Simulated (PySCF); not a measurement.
**Dipole moment and polarisability of Ti(NMe2)Cl3**

Species: Ti(NMe2)Cl3, C₂H₆Cl₃NTi (singlet state).
Structure used (PBE0-D3(BJ)/def2-SVP), in Å, numbered top down from 1:
```xyz
13
C2H6Cl3NTi angstrom
Ti     0.1418   -0.0341   -1.6608
N      0.0676    0.1036    0.1511
C      1.0257   -0.5283    1.0260
C     -1.1226    0.6128    0.7909
H      1.4032    0.1923    1.7735
H      1.8832   -0.9064    0.4527
H      0.5624   -1.3757    1.5634
H     -1.8002    1.0601    0.0497
H     -1.6642   -0.1967    1.3134
H     -0.8638    1.3946    1.5272
Cl     2.2311   -0.1778   -2.3016
Cl    -0.8626    1.6788   -2.5826
Cl    -0.9709   -1.8753   -2.0807
```

Level: CAM-B3LYP/def2-SVPD (PySCF), static field, nuclei fixed, core orbitals frozen in the response. The polarisability tensor in these axes (au):

```
x   111.89  -2.40  -1.59
y    -2.40 107.44  -1.47
z    -1.59  -1.47 125.16
```

Question: What are the eigenvalues, a third of the trace, and Δα (Δα² = ½Σ(αi − αj)² over the three pairs)?

Answer: Principal values 106.19, 112.88 and 125.43 au; mean 114.83 au = 17.02 Å³ = 18.93 × 10⁻⁴⁰ C²·m²/J; Δα = 16.92 au (15 % of the mean).

Question: What is the dipole moment, and where does it point?

Answer: (-0.08, 0.40, 4.24) D, 4.26 D in size, pointing from the negative to the positive side. Measured along this direction, the outermost atoms are Cl12 and Cl11 at the negative end and H5 and H10 at the positive end.

Question: Find the Langevin capture rate constant for NH4+ (18.034 u) meeting this molecule (196.905 u), k = 2.342 × 10⁻⁹ cm³/s × √(α in Å³ / reduced mass in u).

Answer: The reduced mass is 16.52 u, so k = 2.38 × 10⁻⁹ cm³/s. The formula leaves out the permanent dipole, which adds to the capture rate.

Question: Molar refractivity from α?

Answer: Lorentz–Lorenz: R = (4π/3)N_A α = 2.5225 cm³/(mol·Å³) × 17.02 Å³ = 42.9 cm³/mol, in the limit of long wavelengths.

Question: Give the principal axes and the span of the nuclei along them.

Answer: Largest value along (-0.10, -0.07, 0.99), where the nuclei span 4.19 Å; middle along (0.91, -0.42, 0.07), 4.19 Å; least along (0.41, 0.91, 0.10), 3.38 Å. 

Geometry: PBE0-D3(BJ)/def2-SVP; no solvent, vibrations or thermal averaging.

These values come from a run that also computed excited states. Hardware: an AMD EPYC with one thread, shared host. Cost: 2.5 min of wall time (with the writing of density and orbital grids), 1.2 GiB resident at most.
